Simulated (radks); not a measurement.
Trend from Zr to Cd: ionisation energy by Delta-SCF between NIST ground configurations, and size. All-electron calculation, scalar-relativistic Kohn-Sham, PBE, spin-polarised, spherical densities, point nucleus; open shells are filled with parallel spins first (spin-orbit coupling, left out, can overturn this in heavy ions). Program: a radial shooting solver on a logarithmic mesh with Libxc functionals.

species  configuration  IE (eV)  NIST (eV)  kind
Zr        [Kr] 4d2 5s2    6.438      6.634  exp.
Nb        [Kr] 4d4 5s1    7.163      6.759  exp.
Mo        [Kr] 4d5 5s1    7.458      7.092  exp.
Tc        [Kr] 4d5 5s2    6.866      7.119  exp.
Ru        [Kr] 4d7 5s1    7.778      7.361  exp.
Rh        [Kr] 4d8 5s1    7.852      7.459  exp.
Pd           [Kr] 4d10    8.949      8.337  exp.
Ag       [Kr] 4d10 5s1    7.947      7.576  exp.
Cd       [Kr] 4d10 5s2    9.046      8.994  exp.

Reference values: NIST Atomic Spectra Database (exp. = measured, semi-emp. = semi-empirical, theory = theoretical value adopted there). Open shells are spherical and high-spin; term and fine-structure splittings are not resolved.
